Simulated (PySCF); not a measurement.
C₆H₁₁NO.
Bonds: C1–N2, N2–C3, N2–C4, C4–O5 (double), C4–C6, C6–C7, C7–C8, C6–C8. Hydrogens: H9, H10, H11 on C1; H12, H13, H14 on C3; H15 on C6; H16, H17 on C7; H18, H19 on C8.

The same species was optimised twice, with GFN2-xTB and with PBE0-D3(BJ)/def2-SVP (PySCF), and the same property calculations (PySCF, gas phase) were run on both structures.

| coordinate | GFN2-xTB | PBE0-D3(BJ)/def2-SVP | change |
| --- | --- | --- | --- |
| N2–C4 (Å) | 1.358 | 1.369 | +0.011 |
| C6–C7 (Å) | 1.501 | 1.508 | +0.007 |
| C7–C8 (Å) | 1.491 | 1.485 | -0.006 |
| C4=O5 (Å) | 1.218 | 1.222 | +0.004 |
| C6–C8 (Å) | 1.509 | 1.512 | +0.003 |
| C1–N2 (Å) | 1.445 | 1.443 | -0.002 |
| N2–C3 (Å) | 1.443 | 1.441 | -0.002 |
| C4–C6 (Å) | 1.499 | 1.497 | -0.002 |
| N2–C4–C6 (°) | 115.9 | 118.2 | +2.3 |
| O5–C4–C6 (°) | 122.2 | 120.0 | -2.2 |
| C4–C6–C7 (°) | 117.2 | 115.8 | -1.4 |
| C4–C6–C8 (°) | 117.2 | 116.0 | -1.2 |
| C1–N2–C4 (°) | 119.3 | 118.4 | -0.9 |
| C3–N2–C4 (°) | 124.4 | 125.2 | +0.8 |
| C7–C6–C8 (°) | 59.4 | 58.9 | -0.5 |
| C6–C8–C7 (°) | 60.0 | 60.4 | +0.4 |
| C1–N2–C4–O5 (°) | -6 | -5 | +1 |
| N2–C4–C6–C7 (°) | 176 | -155 | +29 |

Rotational constants: A = 3852, B = 1482, C = 1171 MHz (GFN2-xTB) against A = 4007, B = 1412, C = 1152 MHz (PBE0-D3(BJ)/def2-SVP). Point groups within 0.08 Å: C1 and C1. Atoms that the bonding makes alike are paired by their places after alignment.

On the GFN2-xTB structure: HOMO (eV) -6.81 [PBE0/pcSseg-1]; LUMO (eV) 0.80 [PBE0/pcSseg-1]; dipole (D) 3.80 [PBE0/pcSseg-1]; GIAO shielding of C1/C3 (mean) (ppm) 150.5 [PBE0/pcSseg-1]; GIAO shielding of N2 (ppm) 152.8 [PBE0/pcSseg-1]; GIAO shielding of C4 (ppm) 13.2 [PBE0/pcSseg-1]; GIAO shielding of O5 (ppm) -54.3 [PBE0/pcSseg-1]; GIAO shielding of C6 (ppm) 171.8 [PBE0/pcSseg-1]; GIAO shielding of C7/C8 (mean) (ppm) 179.2 [PBE0/pcSseg-1].

Problem. What do these properties become on the PBE0-D3(BJ)/def2-SVP structure?

Solution. 
```
                                    property          level  on GFN2-xTB  on PBE0-D3(BJ)/def2-SVP  change
                                   HOMO (eV)  PBE0/pcSseg-1        -6.81                    -6.85   -0.04
                                   LUMO (eV)  PBE0/pcSseg-1         0.80                     0.73   -0.07
                                  dipole (D)  PBE0/pcSseg-1         3.80                     3.68   -0.12
energy, GFN2-xTB geometry as zero (kcal/mol)  PBE0/pcSseg-1          0.0                     -1.1    -1.1
        GIAO shielding of C1/C3 (mean) (ppm)  PBE0/pcSseg-1        150.5                    149.5    -1.0
                  GIAO shielding of N2 (ppm)  PBE0/pcSseg-1        152.8                    148.3    -4.5
                  GIAO shielding of C4 (ppm)  PBE0/pcSseg-1         13.2                     10.1    -3.1
                  GIAO shielding of O5 (ppm)  PBE0/pcSseg-1        -54.3                    -36.7   +17.6
                  GIAO shielding of C6 (ppm)  PBE0/pcSseg-1        171.8                    174.6    +2.8
        GIAO shielding of C7/C8 (mean) (ppm)  PBE0/pcSseg-1        179.2                    173.9    -5.3
```

The heavy atoms differ by 0.238 Å rms after alignment (one structure mirrored). Among bonds between heavy atoms N2–C4 changes most (+0.011 Å). Changes are differences of the printed values. Neither structure is proved a minimum here.

Shape of the structure used: `[CH3:1][N:2]([CH3:3])[C:4](=[O:5])[CH:6]1[CH2:7][CH2:8]1`: C1–N2–C4–O5 -5°, N2–C4–C6–C7 -155°.
